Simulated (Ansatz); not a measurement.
Reaction (hydrogenolysis of the Si–B bond): `SB[SiH2][SbH2]` + H₂ → `[SiH3][SbH2]` + `BS`

Gas-phase electronic energies from Ansatz, PBE0-D4/def2-TZVP geometries. CCSD(T)/CBS adds triple-zeta CCSD(T) − MP2 to the extrapolated MP2 energy (def2 sets, frozen cores). This one scheme is used for every species. DFT in def2-TZVPP. B3LYP here is the variant with VWN-RPA as its local correlation; programs differ in this. Elements past krypton have def2 core potentials. For Sb outer-core shells are correlated without core-valence functions, which leaves a few kJ/mol of doubt a bond. One conformer a species, not always the lowest.

```csv
level,ΔE (kJ/mol),difference from CCSD(T)/CBS
revPBE-D4,-3.3,15.5
BLYP-D4,-14.2,4.6
r2SCAN-D4,-13.7,5.1
B97M-V,-18.3,0.5
PBE0-D4,-14.1,4.7
r2SCAN0-D4,-19.2,-0.4
ωB97M-V,-26.0,-7.2
r2SCAN,-16.2,2.6
PBE0,-22.0,-3.2
B3LYP,-34.4,-15.6
CAM-B3LYP,-37.9,-19.1
MP2/def2-SVP,-25.1,-6.3
MP2/def2-TZVPP,-18.5,0.3
CCSD(T)/def2-TZVPP,-22.5,-3.7
HF/def2-QZVPP,-59.3,-40.5
MP2/CBS(def2),-14.8,4.0
CCSD(T)/CBS,-18.8,0
```

Largest T1 diagnostic among the species: 0.015.

In def2-TZVPP, CCSD(T) changes the Hartree–Fock value by +36.3 kJ/mol (the triples alone add +7.3 kJ/mol) and MP2 by +40.3 kJ/mol. The D4 term adds +13.9 kJ/mol with B3LYP and +7.9 kJ/mol with PBE0; it sums over pairs of atoms, weighted by their polarisabilities, and B3LYP, whose exchange is more repulsive, gets the larger term. From PBE to PBE0 (25 % exact exchange), in def2-TZVPP and without D4, ΔE moves by −7.0 kJ/mol.

CCSD(T)/CBS has its own doubt, a few kJ/mol and more with outer-core shells, so smaller differences from it don't rank the levels.
